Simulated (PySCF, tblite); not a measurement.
Isomers of C8H15P, one GFN2-xTB conformer each. Single-point energies are computed at PBE0/pcSseg-1 (PySCF, gas phase, no added dispersion term), electronic only.

Question: Rank them by PBE0/pcSseg-1 energy, lowest first (kJ/mol).
A. `[CH3:1][CH2:2][P:3]1[C:4]([CH3:5])=[C:6]1[CH:7]([CH3:8])[CH3:9]` with C1–C2–P3–C4 133°, C4–C6–C7–C8 3°
B. `CC=P1(C(C)(C)C)C=C1`

Answer: A (0.0), B (236.1).

GFN2-xTB itself gives, in the same order: 0.0, 242.0. Both levels put the same isomer lowest.

Q: Which frontier levels, dipoles and rotational constants go with these structures?

A: 
```csv
SMILES,"HOMO (eV, PBE0/pcSseg-1)",LUMO (eV),dipole (D),"A, B, C (MHz)"
CCP1C(C)=C1C(C)C,-6.07,0.38,1.94,"1592, 981.2, 732.1"
CC=P1(C(C)(C)C)C=C1,-4.97,-0.48,2.13,"1938, 1148, 909.7"
```

Q: What happens when harmonic zero-point energies from GFN2-xTB frequencies are added?

A: 
```tsv
SMILES	ZPE (kJ/mol)	electronic (kJ/mol)	with ZPE (kJ/mol)
CCP1C(C)=C1C(C)C	541.3	0.0	0.0
CC=P1(C(C)(C)C)C=C1	530.5	236.1	225.4
```

The zero-point energies span 10.8 kJ/mol. The order is unchanged.
